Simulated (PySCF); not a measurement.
An element was calculated at PBE (PySCF 2.14, non-relativistic, a quadruple-zeta basis, no spin-orbit coupling), in the ground configurations that NIST lists.

- electron affinity: 0.267 eV
- first ionisation energy: 6.003 eV
- second ionisation energy: 20.417 eV
- third ionisation energy: 31.067 eV
- polarisability of the atom: 59.9 bohr³

Question: Which element is it?

Answer: Gallium (Ga, Z = 31), in def2-QZVPPD. NIST lists 5.999, 20.515, 30.726 eV for these ionisation energies.
